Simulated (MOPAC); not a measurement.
Input file for MOPAC: AM1 on C7H10S (SMILES CCCc1ccsc1).

```
AM1 1SCF PRECISE CHARGE=0 THREADS=1
C7H10S

C     -2.77987058 1    -0.38048485 1    -0.38204370 1
C     -1.27823783 1    -0.29096624 1    -0.63338450 1
C     -0.51358508 1     0.29216025 1     0.56208071 1
C      0.96738955 1     0.37142278 1     0.33347695 1
C      1.82942661 1    -0.76699323 1     0.28698167 1
C      3.13032888 1    -0.44743162 1     0.03327020 1
S      3.33606760 1     1.24821597 1    -0.15623240 1
C      1.65979037 1     1.52896734 1     0.10896384 1
H     -3.20392262 1     0.60550051 1    -0.17679837 1
H     -3.30377588 1    -0.79471161 1    -1.24517051 1
H     -2.99783322 1    -1.01842205 1     0.47801219 1
H     -0.88055229 1    -1.28314965 1    -0.86431317 1
H     -1.08088734 1     0.32797380 1    -1.51296868 1
H     -0.90181986 1     1.28924699 1     0.78525066 1
H     -0.71431853 1    -0.32284667 1     1.44569924 1
H      1.48765340 1    -1.78104614 1     0.44234001 1
H      3.97558372 1    -1.11084222 1    -0.04683996 1
H      1.26856314 1     2.53340666 1     0.08804764 1
```

Output:

```
*******************************************************************************
 **                                                                           **
 **                              MOPAC v23.2.5                                **
 **                                                                           **
 *******************************************************************************
 ** MOPAC's Digital Object Identifier: https://doi.org/10.5281/zenodo.6511958 **
 **                                                                           **
 ** Please cite the open-source release paper for use of this MOPAC version:  **
 ** J. E. Moussa and J. J. P. Stewart (2026)                                  **
 ** MOPAC: An open-source semiempirical molecular orbital program             **
 ** J. Open Source Softw., 11(119), 8025, https://doi.org/10.21105/joss.08025 **
 *******************************************************************************

                              AM1 CALCULATION RESULTS

 *******************************************************************************
 *  AM1        - The AM1 Hamiltonian to be used
 *
 *
 *
 *                 CHARGE ON SYSTEM = 0
 *
 *
 *
 *  PRECISE    - TIGHTER CRITERIA TO BE USED
 *  1SCF       - DO 1 SCF AND THEN STOP
 *  THREADS=1  - MULTI-THREADING NOT USED
 *  T=         - A TIME OF 172800.0 SECONDS REQUESTED
 *  DUMP=N     - RESTART FILE WRITTEN EVERY 7200.0 SECONDS REQUESTED
 *******************************************************************************
AM1 1SCF PRECISE CHARGE=0 THREADS=1
 C7H10S

   ATOM   CHEMICAL          X               Y               Z
  NUMBER   SYMBOL      (ANGSTROMS)     (ANGSTROMS)     (ANGSTROMS)

     1       C         -2.77987058  *  -0.38048485  *  -0.38204370  *
     2       C         -1.27823783  *  -0.29096624  *  -0.63338450  *
     3       C         -0.51358508  *   0.29216025  *   0.56208071  *
     4       C          0.96738955  *   0.37142278  *   0.33347695  *
     5       C          1.82942661  *  -0.76699323  *   0.28698167  *
     6       C          3.13032888  *  -0.44743162  *   0.03327020  *
     7       S          3.33606760  *   1.24821597  *  -0.15623240  *
     8       C          1.65979037  *   1.52896734  *   0.10896384  *
     9       H         -3.20392262  *   0.60550051  *  -0.17679837  *
    10       H         -3.30377588  *  -0.79471161  *  -1.24517051  *
    11       H         -2.99783322  *  -1.01842205  *   0.47801219  *
    12       H         -0.88055229  *  -1.28314965  *  -0.86431317  *
    13       H         -1.08088734  *   0.32797380  *  -1.51296868  *
    14       H         -0.90181986  *   1.28924699  *   0.78525066  *
    15       H         -0.71431853  *  -0.32284667  *   1.44569924  *
    16       H          1.48765340  *  -1.78104614  *   0.44234001  *
    17       H          3.97558372  *  -1.11084222  *  -0.04683996  *
    18       H          1.26856314  *   2.53340666  *   0.08804764  *



          CARTESIAN COORDINATES

    NO.       ATOM           X           Y           Z

     1         C         -2.7799     -0.3805     -0.3820
     2         C         -1.2782     -0.2910     -0.6334
     3         C         -0.5136      0.2922      0.5621
     4         C          0.9674      0.3714      0.3335
     5         C          1.8294     -0.7670      0.2870
     6         C          3.1303     -0.4474      0.0333
     7         S          3.3361      1.2482     -0.1562
     8         C          1.6598      1.5290      0.1090
     9         H         -3.2039      0.6055     -0.1768
    10         H         -3.3038     -0.7947     -1.2452
    11         H         -2.9978     -1.0184      0.4780
    12         H         -0.8806     -1.2831     -0.8643
    13         H         -1.0809      0.3280     -1.5130
    14         H         -0.9018      1.2892      0.7853
    15         H         -0.7143     -0.3228      1.4457
    16         H          1.4877     -1.7810      0.4423
    17         H          3.9756     -1.1108     -0.0468
    18         H          1.2686      2.5334      0.0880

  H: (AM1): M.J.S. DEWAR ET AL, J. AM. CHEM. SOC. 107 3902-3909 (1985)
  C: (AM1): M.J.S. DEWAR ET AL, J. AM. CHEM. SOC. 107 3902-3909 (1985)
  S: (AM1): M.J.S. DEWAR, Y-C YUAN, INORGANIC CHEMISTRY, 29, 3881:3890,  (1990)

           Empirical Formula: C7 H10 S  =    18 atoms



      MOLECULAR POINT GROUP   :   C1


      RHF CALCULATION, NO. OF DOUBLY OCCUPIED LEVELS = 22


 -------------------------------------------------------------------------------
 AM1 1SCF PRECISE CHARGE=0 THREADS=1
 C7H10S



     1SCF WAS SPECIFIED, SO BFGS WAS NOT USED
     SCF FIELD WAS ACHIEVED


                              AM1 CALCULATION
                                                       MOPAC v23.2.5 Linux




          FINAL HEAT OF FORMATION =         11.18886 KCAL/MOL =      46.81421 KJ/MOL


          COSMO AREA              =        170.63 SQUARE ANGSTROMS
          COSMO VOLUME            =        167.28 CUBIC ANGSTROMS

          IONIZATION POTENTIAL    =          9.087864 EV
          HOMO LUMO ENERGIES (EV) =         -9.088  0.210
          NO. OF FILLED LEVELS    =         22
          MOLECULAR WEIGHT        =        126.2160         POINT GROUP:  C1

          MOLECULAR DIMENSIONS (Angstroms)

            Atom       Atom       Distance
            H    17    H    10     7.38411
            H    18    H    16     4.31023
            H    13    H    15     2.80749


          SCF CALCULATIONS        =          1





   ATOM   CHEMICAL          X               Y               Z
  NUMBER   SYMBOL      (ANGSTROMS)     (ANGSTROMS)     (ANGSTROMS)

     1       C         -2.77987058  *  -0.38048485  *  -0.38204370  *
     2       C         -1.27823783  *  -0.29096624  *  -0.63338450  *
     3       C         -0.51358508  *   0.29216025  *   0.56208071  *
     4       C          0.96738955  *   0.37142278  *   0.33347695  *
     5       C          1.82942661  *  -0.76699323  *   0.28698167  *
     6       C          3.13032888  *  -0.44743162  *   0.03327020  *
     7       S          3.33606760  *   1.24821597  *  -0.15623240  *
     8       C          1.65979037  *   1.52896734  *   0.10896384  *
     9       H         -3.20392262  *   0.60550051  *  -0.17679837  *
    10       H         -3.30377588  *  -0.79471161  *  -1.24517051  *
    11       H         -2.99783322  *  -1.01842205  *   0.47801219  *
    12       H         -0.88055229  *  -1.28314965  *  -0.86431317  *
    13       H         -1.08088734  *   0.32797380  *  -1.51296868  *
    14       H         -0.90181986  *   1.28924699  *   0.78525066  *
    15       H         -0.71431853  *  -0.32284667  *   1.44569924  *
    16       H          1.48765340  *  -1.78104614  *   0.44234001  *
    17       H          3.97558372  *  -1.11084222  *  -0.04683996  *
    18       H          1.26856314  *   2.53340666  *   0.08804764  *

                             CARTESIAN COORDINATES

   1    C       -2.779870580    -0.380484850    -0.382043700
   2    C       -1.278237830    -0.290966240    -0.633384500
   3    C       -0.513585080     0.292160250     0.562080710
   4    C        0.967389550     0.371422780     0.333476950
   5    C        1.829426610    -0.766993230     0.286981670
   6    C        3.130328880    -0.447431620     0.033270200
   7    S        3.336067600     1.248215970    -0.156232400
   8    C        1.659790370     1.528967340     0.108963840
   9    H       -3.203922620     0.605500510    -0.176798370
  10    H       -3.303775880    -0.794711610    -1.245170510
  11    H       -2.997833220    -1.018422050     0.478012190
  12    H       -0.880552290    -1.283149650    -0.864313170
  13    H       -1.080887340     0.327973800    -1.512968680
  14    H       -0.901819860     1.289246990     0.785250660
  15    H       -0.714318530    -0.322846670     1.445699240
  16    H        1.487653400    -1.781046140     0.442340010
  17    H        3.975583720    -1.110842220    -0.046839960
  18    H        1.268563140     2.533406660     0.088047640


           Empirical Formula: C7 H10 S  =    18 atoms



      MOLECULAR POINT GROUP   :   C1


                  EIGENVALUES
 -38.62005 -34.93211 -30.53427 -27.94703 -24.13806 -22.53377 -19.72653 -18.28599
 -16.41033 -15.59992 -14.57912 -14.31991 -13.74584 -13.49150 -13.25409 -12.61669
 -12.52036 -12.03304 -11.60663 -11.42157  -9.52615  -9.08786   0.21027   0.97165
   1.22687   1.70375   3.88133   3.93055   4.10956   4.22492   4.42192   4.50690
   4.71252   4.80741   4.84037   4.90264   5.05858   5.15010   5.19220   5.41663
   5.55661   5.66640


              NET ATOMIC CHARGES AND DIPOLE CONTRIBUTIONS

  ATOM NO.   TYPE          CHARGE      No. of ELECS.   s-Pop       p-Pop
    1          C          -0.207413        4.2074     1.21581     2.99160
    2          C          -0.152627        4.1526     1.21303     2.93960
    3          C          -0.097741        4.0977     1.20013     2.89761
    4          C          -0.090850        4.0909     1.20200     2.88885
    5          C          -0.145727        4.1457     1.21550     2.93022
    6          C          -0.382724        4.3827     1.25519     3.12753
    7          S           0.432427        5.5676     1.82974     3.73784
    8          C          -0.382064        4.3821     1.25536     3.12670
    9          H           0.070220        0.9298     0.92978
   10          H           0.073897        0.9261     0.92610
   11          H           0.070122        0.9299     0.92988
   12          H           0.079710        0.9203     0.92029
   13          H           0.081564        0.9184     0.91844
   14          H           0.083606        0.9164     0.91639
   15          H           0.086024        0.9140     0.91398
   16          H           0.150205        0.8498     0.84980
   17          H           0.166176        0.8338     0.83382
   18          H           0.165194        0.8348     0.83481
 DIPOLE           X         Y         Z       TOTAL
 POINT-CHG.     0.946     0.878    -0.351     1.338
 HYBRID        -1.175    -0.944     0.314     1.540
 SUM           -0.229    -0.066    -0.037     0.241


          ATOMIC ORBITAL ELECTRON POPULATIONS

     Atom    s        px        py        pz
    1  C   1.21581   0.95264   1.01991   1.01906
    2  C   1.21303   0.94268   1.01812   0.97880
    3  C   1.20013   0.89278   1.02067   0.98416
    4  C   1.20200   0.95349   0.90921   1.02615
    5  C   1.21550   0.91273   0.98765   1.02984
    6  C   1.25519   1.00589   1.00190   1.11975
    7  S   1.82974   1.06031   1.00934   1.66818
    8  C   1.25536   0.98349   1.01956   1.12365
    9  H   0.92978
   10  H   0.92610
   11  H   0.92988
   12  H   0.92029
   13  H   0.91844
   14  H   0.91639
   15  H   0.91398
   16  H   0.84980
   17  H   0.83382
   18  H   0.83481

 **********************
 *                    *
 * JOB ENDED NORMALLY *
 *                    *
 **********************




 == MOPAC DONE ==
```

The run finished.

Cost: around 0.020 core-seconds (rough).
